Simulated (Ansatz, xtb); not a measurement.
# A geometry optimisation of H4Si2Sn with r2SCAN-D4/def2-SVP

The starting geometry of this gas-phase singlet was built from a drawn formula by distance geometry and a force field; its bonds are those of `[SiH]#[Si][SnH3]`.

```xyz
7

Si    0.1901    1.2501    0.9963
Si   -0.7253   -0.3951    0.8886
Sn   -2.0051   -2.5712    0.7430
H     0.9336    2.5135    1.0505
H    -0.9794   -3.7677   -0.0076
H    -2.4324   -3.1470    2.3328
H    -3.4199   -2.3503   -0.2182
```

Task: Predict what becomes of its bonds when it is optimised with r2SCAN-D4/def2-SVP.

Result: A new bond forms, giving a structure given below by its coordinates. Distances that change by over a tenth: Si1–Si2 (1.89 → 2.12 Å). Contacts that close: Si1–Sn3 (4.41 → 2.76 Å).

The energy falls by 1.20 eV over 36 steps:

```tsv
step	E − E(last) (eV)
1	1.203
5	0.633
9	0.371
13	0.360
17	0.358
20	0.348
24	0.139
28	0.066
32	0.016
36	0.000
```

Final geometry (Å):

```yaml
atoms:
  - { symbol: Si, position_ang: [-0.1927, 0.3244, 0.6966] }
  - { symbol: Si, position_ang: [1.0575, -1.3561, 1.0157] }
  - { symbol: Sn, position_ang: [-1.6357, -2.0203, 0.9034] }
  - { symbol: H, position_ang: [-1.1042, 1.4932, 0.4686] }
  - { symbol: H, position_ang: [-1.6914, -3.1668, -0.3701] }
  - { symbol: H, position_ang: [-1.8988, -2.7904, 2.4123] }
  - { symbol: H, position_ang: [-2.9729, -0.9516, 0.6589] }
```

From the same start GFN2-xTB reaches the same bonding as this run.

No frequencies were run, so the end isn't proven a minimum. Atoms past krypton carry core potentials, without spin–orbit terms. Run with Ansatz 0.2.0, 3.2 min on 1 thread of Arm Neoverse N1, with other jobs on the host.
